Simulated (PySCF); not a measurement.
Species: C5H7Br.
SMILES: `C(=C/C(=C)Br)/C`

Torsions of this conformer, `[CH2:1]=[C:2]([Br:3])/[CH:4]=[CH:5]\[CH3:6]`: C1–C2–C4–C5 45°.

The closed-shell ground state was solved at several levels (PySCF, density fitting, gas phase). Geometry: PBE0-D3(BJ)/def2-SVP, one conformer, isolated molecule. The calculation is non-relativistic and has no spin–orbit coupling, an omission that weighs most on bromine.

```json
{"level": "LDA/def2-SVPD", "basis functions": "197", "HOMO (eV)": "-6.09", "LUMO (eV)": "-2.22", "gap (eV)": "3.87", "dipole (D)": "2.14"}
{"level": "PBE0/aug-cc-pVDZ", "basis functions": "214", "HOMO (eV)": "-6.94", "LUMO (eV)": "-1.08", "gap (eV)": "5.86", "dipole (D)": "2.19"}
{"level": "wB97X-D/def2-SVPD", "basis functions": "197", "HOMO (eV)": "-8.76", "LUMO (eV)": "0.67", "gap (eV)": "9.43", "dipole (D)": "2.20"}
{"level": "PBE/def2-SVPD", "basis functions": "197", "HOMO (eV)": "-5.92", "LUMO (eV)": "-2.00", "gap (eV)": "3.92", "dipole (D)": "2.09"}
{"level": "PBE0/def2-SVP", "basis functions": "137", "HOMO (eV)": "-6.86", "LUMO (eV)": "-0.87", "gap (eV)": "5.99", "dipole (D)": "2.01"}
```

(1) What might PBE0/def2-SVPD (197 basis functions) give for the same quantities?

(2) Over all these levels, which gives the widest orbital gap and which the narrowest?

(3) How much does the basis alone move the frontier levels among the 3 PBE0 rows (the withheld one included)?

(4) How far do the dipole and the HOMO energy spread over the levels?

Answers

(1) HOMO -6.97 eV, LUMO -1.09 eV, gap 5.88 eV, dipole 2.17 D.

(2) wB97X-D/def2-SVPD (range-separated hybrid) has the widest, 9.43 eV, and LDA/def2-SVPD (LDA) the narrowest, 3.87 eV. The two share the basis. From the narrowest to the widest the HOMO moves by -2.67 eV and the LUMO by +2.89 eV.

(3) The HOMO by 0.11 eV and the LUMO by 0.22 eV. By rising basis size (HOMO, LUMO in eV): def2-SVP -6.86, -0.87; def2-SVPD -6.97, -1.09; aug-cc-pVDZ -6.94, -1.08.

(4) The dipole runs from 2.01 to 2.20 D (mean 2.13 D) and the HOMO from -8.76 to -5.92 eV.
